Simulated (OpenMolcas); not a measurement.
## Computed transition rates of Ag⁶⁺

```yaml
Program: OpenMolcas 26.06
Method: "MS-RASPT2, IPEA 0.25 Eh, imaginary shift 0.1 Eh (closed shells correlated: 4s)"
Basis: ANO-RCC-VQZP [8s7p5d3f2g1h]
Scalar_Hamiltonian: DKH2, point nucleus
Active_space: 11 electrons in 8 orbitals (RAS1 4p, at most 2 holes; RAS2 4d)
State_averaging: 2S+1 = 6 even, 1 root; 2S+1 = 4 even, 24 roots; 2S+1 = 2 even, 67 roots
Spin-orbit_coupling: RASSI with atomic mean-field integrals over the reference wave functions, term energies averaged over their components
```

Rates come from the transition moments of the reference wave functions (E1 and E2 in the length form). At fixed line strength A goes as λ^-3 for E1 and M1 and as λ^-5 for E2, so a rate at the computed wavelength can be rescaled to the measured one. Measured vacuum wavelengths follow from level energies in the list in Gamrath, thesis, University of Mons (2023). Branching counts decays inside the model space alone, at computed energies, and the table is only a selection of the E2 and M1 lines, drawn from those between levels with measured partners whose computed energy lies within a factor of 1.5 of the measured one.

```json
{"Upper": "4d⁵ ⁴P_3/2 [56 %]", "Lower": "4d⁵ ⁶S_5/2", "Type": "M1", "λ computed (nm)": "285.4", "λ measured (nm)": "303.1", "A computed (s-1)": "1.56e+01", "A rescaled (s-1)": "", "Branching %": "98.9"}
{"Upper": "4d⁵ ⁴D_5/2 [56 %]", "Lower": "4d⁵ ⁶S_5/2", "Type": "M1", "λ computed (nm)": "242.4", "λ measured (nm)": "254.5", "A computed (s-1)": "1.42e+01", "A rescaled (s-1)": "", "Branching %": "88.6"}
{"Upper": "4d⁵ ²H_11/2", "Lower": "4d⁵ ⁴G_11/2", "Type": "M1", "λ computed (nm)": "355.8", "λ measured (nm)": "366.3", "A computed (s-1)": "1.13e+01", "A rescaled (s-1)": "", "Branching %": "40.7"}
{"Upper": "4d⁵ ⁴D_3/2 [55 %]", "Lower": "4d⁵ ⁶S_5/2", "Type": "M1", "λ computed (nm)": "240.2", "λ measured (nm)": "251.3", "A computed (s-1)": "1.06e+01", "A rescaled (s-1)": "", "Branching %": "78.8"}
{"Upper": "4d⁵ ²G_7/2(2)", "Lower": "4d⁵ ²I_11/2", "Type": "E2", "λ computed (nm)": "267.5", "λ measured (nm)": "280.2", "A computed (s-1)": "7.80e+00", "A rescaled (s-1)": "6.19e+00", "Branching %": "25.2"}
{"Upper": "4d⁵ ²H_11/2", "Lower": "4d⁵ ²I_11/2", "Type": "M1", "λ computed (nm)": "712.3", "λ measured (nm)": "716.8", "A computed (s-1)": "7.64e+00", "A rescaled (s-1)": "", "Branching %": "27.5"}
{"Upper": "4d⁵ ²H_9/2 [55 %]", "Lower": "4d⁵ ⁴G_9/2", "Type": "M1", "λ computed (nm)": "416", "λ measured (nm)": "436.9", "A computed (s-1)": "6.51e+00", "A rescaled (s-1)": "", "Branching %": "44.1"}
{"Upper": "4d⁵ ⁴F_5/2", "Lower": "4d⁵ ⁴G_7/2", "Type": "M1", "λ computed (nm)": "461.8", "λ measured (nm)": "483.8", "A computed (s-1)": "3.80e+00", "A rescaled (s-1)": "", "Branching %": "48.5"}
{"Upper": "4d⁵ ²H_9/2 [55 %]", "Lower": "4d⁵ ⁴G_7/2", "Type": "M1", "λ computed (nm)": "408.3", "λ measured (nm)": "427", "A computed (s-1)": "3.10e+00", "A rescaled (s-1)": "", "Branching %": "21.0"}
{"Upper": "4d⁵ ⁴F_9/2 [64 %]", "Lower": "4d⁵ ⁴G_11/2", "Type": "M1", "λ computed (nm)": "508.8", "λ measured (nm)": "542.2", "A computed (s-1)": "2.66e+00", "A rescaled (s-1)": "", "Branching %": "43.7"}
{"Upper": "4d⁵ ²F_7/2(2)", "Lower": "4d⁵ ⁴F_9/2 [64 %]", "Type": "M1", "λ computed (nm)": "916.8", "λ measured (nm)": "935.6", "A computed (s-1)": "2.63e+00", "A rescaled (s-1)": "", "Branching %": "33.6"}
{"Upper": "4d⁵ ⁴F_5/2", "Lower": "4d⁵ ⁴D_5/2 [56 %]", "Type": "M1", "λ computed (nm)": "806", "λ measured (nm)": "851.1", "A computed (s-1)": "2.41e+00", "A rescaled (s-1)": "", "Branching %": "30.8"}
{"Upper": "4d⁵ ⁴D_1/2 [71 %]", "Lower": "4d⁵ ⁴P_1/2 [70 %]", "Type": "M1", "λ computed (nm)": "2504", "λ measured (nm)": "2451", "A computed (s-1)": "1.89e+00", "A rescaled (s-1)": "", "Branching %": "69.3"}
{"Upper": "4d⁵ ⁴F_9/2 [64 %]", "Lower": "4d⁵ ⁴D_7/2", "Type": "M1", "λ computed (nm)": "749.7", "λ measured (nm)": "792.5", "A computed (s-1)": "1.87e+00", "A rescaled (s-1)": "", "Branching %": "30.8"}
{"Upper": "4d⁵ ²F_7/2(2)", "Lower": "4d⁵ ⁴F_5/2", "Type": "M1", "λ computed (nm)": "1093", "λ measured (nm)": "1144", "A computed (s-1)": "1.87e+00", "A rescaled (s-1)": "", "Branching %": "23.9"}
{"Upper": "4d⁵ ²I_11/2", "Lower": "4d⁵ ⁴G_11/2", "Type": "M1", "λ computed (nm)": "710.8", "λ measured (nm)": "749.1", "A computed (s-1)": "1.62e+00", "A rescaled (s-1)": "", "Branching %": "77.2"}
{"Upper": "4d⁵ ²G_7/2(1)", "Lower": "4d⁵ ⁴G_9/2", "Type": "M1", "λ computed (nm)": "379.5", "λ measured (nm)": "402.2", "A computed (s-1)": "1.38e+00", "A rescaled (s-1)": "", "Branching %": "26.2"}
{"Upper": "4d⁵ ⁴G_5/2", "Lower": "4d⁵ ⁶S_5/2", "Type": "M1", "λ computed (nm)": "320.9", "λ measured (nm)": "340.3", "A computed (s-1)": "1.30e+00", "A rescaled (s-1)": "", "Branching %": "99.9"}
{"Upper": "4d⁵ ⁴D_1/2 [71 %]", "Lower": "4d⁵ ⁴P_3/2 [56 %]", "Type": "M1", "λ computed (nm)": "1805", "λ measured (nm)": "1757", "A computed (s-1)": "8.28e-01", "A rescaled (s-1)": "", "Branching %": "30.4"}
{"Upper": "4d⁵ ²I_11/2", "Lower": "4d⁵ ⁴G_9/2", "Type": "M1", "λ computed (nm)": "721.6", "λ measured (nm)": "763.1", "A computed (s-1)": "4.79e-01", "A rescaled (s-1)": "", "Branching %": "22.8"}
{"Upper": "4d⁵ ⁴P_1/2 [70 %]", "Lower": "4d⁵ ⁴P_3/2 [56 %]", "Type": "M1", "λ computed (nm)": "6466", "λ measured (nm)": "6207", "A computed (s-1)": "2.00e-01", "A rescaled (s-1)": "2.26e-01", "Branching %": "99.9"}
{"Upper": "4d⁵ ²I_13/2", "Lower": "4d⁵ ⁴G_11/2", "Type": "M1", "λ computed (nm)": "646.4", "λ measured (nm)": "671.9", "A computed (s-1)": "9.84e-02", "A rescaled (s-1)": "", "Branching %": "75.9"}
{"Upper": "4d⁵ ²I_13/2", "Lower": "4d⁵ ²I_11/2", "Type": "M1", "λ computed (nm)": "7132", "λ measured (nm)": "6515", "A computed (s-1)": "3.09e-02", "A rescaled (s-1)": "4.05e-02", "Branching %": "23.8"}
{"Upper": "4d⁵ ⁴G_7/2", "Lower": "4d⁵ ⁴G_5/2", "Type": "M1", "λ computed (nm)": "12010", "λ measured (nm)": "10120", "A computed (s-1)": "2.25e-02", "A rescaled (s-1)": "3.76e-02", "Branching %": "81.3"}
{"Upper": "4d⁵ ⁴G_9/2", "Lower": "4d⁵ ⁴G_7/2", "Type": "M1", "λ computed (nm)": "22070", "λ measured (nm)": "18900", "A computed (s-1)": "4.08e-03", "A rescaled (s-1)": "6.50e-03", "Branching %": "92.6"}
```

Spin-changing lines and M1 lines between different terms are not rescaled, since their strength hangs on the term gaps too.

The largest correction is for 4d⁵ ⁴G_7/2 → 4d⁵ ⁴G_5/2 (M1): 2.25e-02 × (12010 / 10120)^3 = 3.76e-02 s-1, a factor of 1.67.

These are rates of the free ion; in crystals, glasses and complexes forced electric-dipole and non-radiative decay shorten such lifetimes by orders of magnitude. No measured rate stands beside these. Rescaling mends the energy factor alone: line strengths can still be far off where a level mixes with configurations outside the active space, and weak or spin-changing lines hang on small mixing coefficients that depend on the term gaps too, so rescaling need not improve them.

CASPT2 does not keep the components of a term degenerate, so their means are used; among the terms shown or strongly mixed into the levels shown the widest spread is 820 cm-1 (4d⁵ ²I). Active for correlation alone: 4p; no level in the range computed is led by a configuration that opens it, so any true level of that kind is missing. The CASPT2 spread within a term exceeds the gap to the next term for 4d⁵ ²G(1) and 4d⁵ ²H, so the order of their levels is uncertain, and so are names and mixing where such terms share a J. Computed and measured levels are paired by configuration, term and J; levels that our copy of the source lacks, or whose pairing is in doubt (as where it misses far off the trend of its configuration), stay unpaired. Levels of configurations outside the active space are missing.

A share in square brackets marks a mixed level and gives the weight of the term that names it. A number in round brackets counts repeated terms of one configuration in the order of the reference energies.
